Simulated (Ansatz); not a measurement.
Consider the formal exchange of groups at the Si–C bond: `O=C[SiH2]O[SiH3]` + ethane → `CC[SiH2]O[SiH3]` + `C=O`.

Isolated molecules relaxed with PBE0-D4/def2-TZVP in Ansatz; ΔE leaves out vibrations. CCSD(T)/CBS adds triple-zeta CCSD(T) − MP2 to the extrapolated MP2 energy (def2 sets, frozen cores). This one scheme is used for every species. DFT in def2-TZVPP. B3LYP here is the variant with VWN-RPA as its local correlation; programs differ in this. Each species was taken in one conformer, which may not be the lowest.

```json
{"level": "PBE-D4", "ΔE (kJ/mol)": "-3.3", "difference from CCSD(T)/CBS": "5.0"}
{"level": "r2SCAN-D4", "ΔE (kJ/mol)": "-3.9", "difference from CCSD(T)/CBS": "4.4"}
{"level": "PBE0-D4", "ΔE (kJ/mol)": "-7.4", "difference from CCSD(T)/CBS": "0.9"}
{"level": "B3LYP-D4", "ΔE (kJ/mol)": "-4.6", "difference from CCSD(T)/CBS": "3.7"}
{"level": "ωB97X-V", "ΔE (kJ/mol)": "-6.6", "difference from CCSD(T)/CBS": "1.7"}
{"level": "ωB97M-V", "ΔE (kJ/mol)": "-7.0", "difference from CCSD(T)/CBS": "1.3"}
{"level": "B2PLYP", "ΔE (kJ/mol)": "-4.5", "difference from CCSD(T)/CBS": "3.8"}
{"level": "PBE", "ΔE (kJ/mol)": "-0.8", "difference from CCSD(T)/CBS": "7.5"}
{"level": "r2SCAN", "ΔE (kJ/mol)": "-2.8", "difference from CCSD(T)/CBS": "5.5"}
{"level": "PBE0", "ΔE (kJ/mol)": "-5.0", "difference from CCSD(T)/CBS": "3.3"}
{"level": "B3LYP", "ΔE (kJ/mol)": "-1.0", "difference from CCSD(T)/CBS": "7.3"}
{"level": "HF/def2-TZVPP", "ΔE (kJ/mol)": "-6.8", "difference from CCSD(T)/CBS": "1.5"}
{"level": "MP2/def2-TZVPP", "ΔE (kJ/mol)": "-11.8", "difference from CCSD(T)/CBS": "-3.5"}
{"level": "SCS-MP2/def2-TZVPP", "ΔE (kJ/mol)": "-9.7", "difference from CCSD(T)/CBS": "-1.4"}
{"level": "CCSD/def2-TZVPP", "ΔE (kJ/mol)": "-9.3", "difference from CCSD(T)/CBS": "-1.0"}
{"level": "CCSD(T)/def2-TZVPP", "ΔE (kJ/mol)": "-8.8", "difference from CCSD(T)/CBS": "-0.5"}
{"level": "HF/def2-QZVPP", "ΔE (kJ/mol)": "-7.0", "difference from CCSD(T)/CBS": "1.3"}
{"level": "MP2/def2-QZVPP", "ΔE (kJ/mol)": "-11.6", "difference from CCSD(T)/CBS": "-3.3"}
{"level": "SCS-MP2/def2-QZVPP", "ΔE (kJ/mol)": "-9.6", "difference from CCSD(T)/CBS": "-1.3"}
{"level": "HF/CBS(def2)", "ΔE (kJ/mol)": "-7.0", "difference from CCSD(T)/CBS": "1.3"}
{"level": "MP2/CBS(def2)", "ΔE (kJ/mol)": "-11.3", "difference from CCSD(T)/CBS": "-3.0"}
{"level": "CCSD/CBS(def2)", "ΔE (kJ/mol)": "-8.8", "difference from CCSD(T)/CBS": "-0.5"}
{"level": "CCSD(T)/CBS", "ΔE (kJ/mol)": "-8.3", "difference from CCSD(T)/CBS": "0"}
```

Largest T1 diagnostic among the species: 0.015.

From PBE to PBE0 (25 % exact exchange), in def2-TZVPP and without D4, ΔE moves by −4.1 kJ/mol. The D4 term adds −3.6 kJ/mol with B3LYP and −2.4 kJ/mol with PBE0; it sums over pairs of atoms, weighted by their polarisabilities, and B3LYP, whose exchange is more repulsive, gets the larger term.
